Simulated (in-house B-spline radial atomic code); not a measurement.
Configurations of As²⁺, with energies counted from [Ar] 3d10 4s2 4p1. Computed with a radial B-spline atomic code at the basis-set limit: non-relativistic r2SCAN, spin-polarised, spherical fractional occupations, point nucleus. Shells without spins written out take the highest spin.

Occupations are held fixed; configurations that lie above the ionisation limit could autoionise.

```tsv
configuration	E - E(ref) (eV)	highest orbital	its <r> (bohr)
[Ar] 3d10 4s2 5d(1 up, 0 down)	19.916	5d up	6.734
[Ar] 3d10 4s1 4p1 5p1	24.739	5p up	4.835
[Ar] 3d9 4s2 4p1 5p1	63.154	5p up	4.709
[Ne] 3s2 3p5 3d10 4s2 4p1 4d1	153.51	4d up	2.937
[Ne] 3s2 3p(3 up, 2 down) 3d10 4s2 4p(0 up, 1 down) 5p(1 up, 0 down)	157.02	5p up	4.724
[Ne] 3s2 3p5 3d10 4s2 4p1 5f1	164.27	5f up	9.775
```

Q: Order these further configurations by energy, lowest first.
A. [Ar] 3d10 4s1 4p2
B. [Ar] 3d10 4s1 4p1 5d1
C. [Ar] 3d10 4s2 4f1
D. [Ar] 3d10 4s2 4d1
E. [Ar] 3d9 4s2 4p2

A: A (7.1664 eV), D (13.562 eV), C (20.272 eV), B (28.751 eV), E (44.275 eV).

Q: How far above the reference does [Ne] 3s2 3p(3 up, 2 down) 3d10 4s2 4p(0 up, 1 down) 4f(1 up, 0 down) lie?

A: 161.84 eV; its least bound orbital is 4f up with <r> = 5.675 bohr.

Q: How far above the reference does [Ne] 3s2 3p(3 up, 2 down) 3d10 4s2 4p(1 up, 0 down) 5d(1 up, 0 down) lie?

A: 160.94 eV; its least bound orbital is 5d up with <r> = 6.391 bohr.
